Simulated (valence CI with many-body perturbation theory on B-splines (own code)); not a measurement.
Results of a calculation; reference values are marked as such.
## Level structure of I47+

Method: valence CI with perturbative core correlation (CI+MBPT): four valence electrons over a frozen Dirac-Fock core [He], radial functions for each j: 11 s, 11 p, 10 d, 8 f, 5 g, 2 h, with the one-electron correlation potential Σ1, the two-electron term Σ2, the three-electron term Σ3, Breit, model QED; selected CI, second order for the rest, scaled by the run's own slope (own B-spline code, finite nucleus).

No measured spectrum was set against this ion. As an estimate, large intervals hold to a few tenths of a per cent, small ones and those within an open d or f shell to about a per cent. Among the levels kept, up to 870 cm⁻¹ of a level comes from second order outside the variational space, and about a tenth of that is noise between levels of different J, which matters for small intervals.

Levels 136 to 180 of 208, with energies above the lowest level, (2s^2 2p1/2^2) J=0. "Leading %" is the weight of the configuration and term that name the level; weights of strongly mixed levels are sums over their largest components and can fall short. In the jj column 3d3/2^4 stands for four electrons in 3d with j = 3/2.

| No. | Configuration | Term | J | E (Ry) | Leading % | Leading jj | Second component |
| --- | --- | --- | --- | --- | --- | --- | --- |
| 136 | 2p3.3d | 3P° | 0 | 422.16 | 58 | 2p1/2^2 2p3/2 3d3/2 (97 %) | 29 % 2p3.3d 5D° |
| 137 | 2p3.3d | 3F° | 4 | 423.50 | 47 | 2p1/2^2 2p3/2 3d5/2 (97 %) | 28 % 2p3.3d 5D° |
| 138 | 2s.2p2.3p | 3P° | 1 | 423.51 | 42 | 2s 2p3/2^2 3p1/2 (84 %) | 20 % 2s.2p2.3p 1P° |
| 139 | 2s.2p2.3p | 3P° | 0 | 423.56 | 80 | 2s 2p3/2^2 3p1/2 (97 %) | 12 % 2s.2p2.3p 5D° |
| 140 | 2s.2p2.3p | 3P° | 1 | 423.60 | 34 | 2s 2p3/2^2 3p1/2 (96 %) | 24 % 2s.2p2.3p 3S° |
| 141 | 2s.2p2.3p | 3D° | 2 | 423.78 | 34 | 2s 2p3/2^2 3p1/2 (97 %) | 23 % 2s.2p2.3p 1D° |
| 142 | 2p3.3d | 3D° | 2 | 424.13 | 34 | 2p1/2^2 2p3/2 3d5/2 (96 %) | 22 % 2p3.3d 3P° |
| 143 | 2s.2p2.3p | 3D° | 3 | 424.16 | 53 | 2s 2p3/2^2 3p3/2 (98 %) | 30 % 2s.2p2.3p 5P° |
| 144 | 2s.2p2.3p | 5D° | 4 | 424.17 | 54 | 2s 2p3/2^2 3p3/2 (97 %) | 44 % 2s.2p2.3p 3F° |
| 145 | 2s.2p2.3p | 3P° | 1 | 424.80 | 42 | 2s 2p3/2^2 3p3/2 (82 %) | 20 % 2s.2p2.3p 1P° |
| 146 | 2p3.3d | 3D° | 3 | 425.02 | 44 | 2p1/2^2 2p3/2 3d5/2 (92 %) | 19 % 2p3.3d 1F° |
| 147 | 2p3.3d | 3D° | 1 | 425.58 | 38 | 2p1/2^2 2p3/2 3d5/2 (97 %) | 25 % 2p3.3d 1P° |
| 148 | 2s.2p2.3p | 3P° | 2 | 426.01 | 41 | 2s 2p3/2^2 3p3/2 (90 %) | 19 % 2s.2p2.3p 1D° |
| 149 | 2s.2p2.3d | 3D | 2 | 428.91 | 28 | 2s 2p3/2^2 3d3/2 (95 %) | 22 % 2s.2p2.3d 5P |
| 150 | 2p3.3s | 5S° | 2 | 428.97 | 48 | 2p1/2 2p3/2^2 3s (92 %) | 38 % 2p3.3s 3D° |
| 151 | 2s.2p2.3d | 5D | 3 | 428.97 | 27 | 2s 2p3/2^2 3d3/2 (87 %) | 20 % 2s.2p2.3d 3D |
| 152 | 2s.2p2.3p | 3D° | 3 | 429.03 | 42 | 2s 2p3/2^2 3p3/2 (67 %) | 32 % 2p3.3s 3D° |
| 153 | 2s.2p2.3d | 5P | 1 | 429.09 | 34 | 2s 2p3/2^2 3d3/2 (94 %) | 24 % 2s.2p2.3d 3P |
| 154 | 2s.2p2.3d | 3F | 4 | 429.31 | 35 | 2s 2p3/2^2 3d3/2 (73 %) | 26 % 2s.2p2.3d 5F |
| 155 | 2s.2p2.3p | 3P° | 0 | 429.48 | 60 | 2s 2p3/2^2 3p3/2 (98 %) | 39 % 2s.2p2.3p 1S° |
| 156 | 2p3.3s | 3S° | 1 | 429.51 | 47 | 2p1/2 2p3/2^2 3s (87 %) | 40 % 2p3.3s 3D° |
| 157 | 2s.2p2.3p | 3P° | 2 | 429.79 | 69 | 2s 2p3/2^2 3p3/2 (93 %) | 5 % 2s.2p2.3p 3D° |
| 158 | 2s.2p2.3p | 1P° | 1 | 429.84 | 42 | 2s 2p3/2^2 3p3/2 (87 %) | 28 % 2s.2p2.3p 3P° |
| 159 | 2s.2p2.3d | 5F | 5 | 429.88 | 55 | 2s 2p3/2^2 3d5/2 (98 %) | 45 % 2s.2p2.3d 3G |
| 160 | 2s.2p2.3d | 3F | 4 | 430.17 | 58 | 2s 2p3/2^2 3d5/2 (74 %) | 19 % 2s.2p2.3d 1G |
| 161 | 2s.2p2.3p | 3P° | 2 | 430.46 | 43 | 2s 2p3/2^2 3p3/2 (93 %) | 24 % 2s.2p2.3p 1D° |
| 162 | 2s.2p2.3d | 3P | 0 | 431.02 | 73 | 2s 2p3/2^2 3d5/2 (90 %) | 18 % 2s.2p2.3d 1S |
| 163 | 2p3.3s | 1D° | 2 | 431.03 | 61 | 2p1/2 2p3/2^2 3s (87 %) | 24 % 2p3.3s 3D° |
| 164 | 2p3.3s | 3D° | 3 | 431.04 | 66 | 2p1/2 2p3/2^2 3s (66 %) | 22 % 2s.2p2.3p 3D° |
| 165 | 2s.2p2.3d | 3P | 1 | 431.74 | 33 | 2s 2p3/2^2 3d5/2 (92 %) | 20 % 2s.2p2.3d 3S |
| 166 | 2s.2p2.3d | 3D | 3 | 431.88 | 40 | 2s 2p3/2^2 3d5/2 (85 %) | 18 % 2s.2p2.3d 1F |
| 167 | 2s.2p2.3p | 1P° | 1 | 432.08 | 35 | 2s 2p3/2^2 3p3/2 (90 %) | 23 % 2s.2p2.3p 3S° |
| 168 | 2s.2p2.3d | 3P | 2 | 432.31 | 37 | 2s 2p3/2^2 3d5/2 (93 %) | 21 % 2s.2p2.3d 3D |
| 169 | 2p3.3p | 5P | 1 | 432.69 | 42 | 2p1/2 2p3/2^2 3p1/2 (94 %) | 21 % 2p3.3p 3D |
| 170 | 2p3.3p | 3F | 2 | 433.09 | 32 | 2p1/2 2p3/2^2 3p1/2 (92 %) | 20 % 2p3.3p 3P |
| 171 | 2p3.3s | 3P° | 0 | 433.10 | 99 | 2p1/2 2p3/2^2 3s (99 %) |  |
| 172 | 2p3.3s | 3P° | 1 | 433.69 | 59 | 2p1/2 2p3/2^2 3s (87 %) | 28 % 2p3.3s 1P° |
| 173 | 2p3.3p | 3F | 3 | 433.85 | 31 | 2p1/2 2p3/2^2 3p1/2 (67 %) | 20 % 2p3.3p 1F |
| 174 | 2s.2p2.3d | 3D | 1 | 433.96 | 52 | 2s 2p3/2^2 3d3/2 (85 %) | 19 % 2s.2p2.3d 1P |
| 175 | 2s.2p2.3d | 3F | 2 | 434.64 | 34 | 2s 2p3/2^2 3d3/2 (92 %) | 30 % 2s.2p2.3d 3D |
| 176 | 2s.2p2.3d | 3D | 2 | 434.84 | 55 | 2s 2p3/2^2 3d3/2 (82 %) | 12 % 2s.2p2.3d 3P |
| 177 | 2s.2p2.3d | 3D | 1 | 434.87 | 64 | 2s 2p3/2^2 3d3/2 (93 %) | 14 % 2s.2p2.3d 3P |
| 178 | 2s.2p2.3d | 3F | 3 | 435.03 | 27 | 2s 2p3/2^2 3d3/2 (62 %) | 13 % 2s.2p2.3d 1F |
| 179 | 2s.2p2.3d | 3P | 0 | 435.31 | 75 | 2s 2p3/2^2 3d3/2 (91 %) | 22 % 2s.2p2.3d 1S |
| 180 | 2s.2p2.3d | 3F | 4 | 435.62 | 67 | 2s 2p3/2^2 3d5/2 (97 %) | 15 % 2s.2p2.3d 1G |

Where two levels of one J and parity lie close, their mixing, g and order are uncertain.
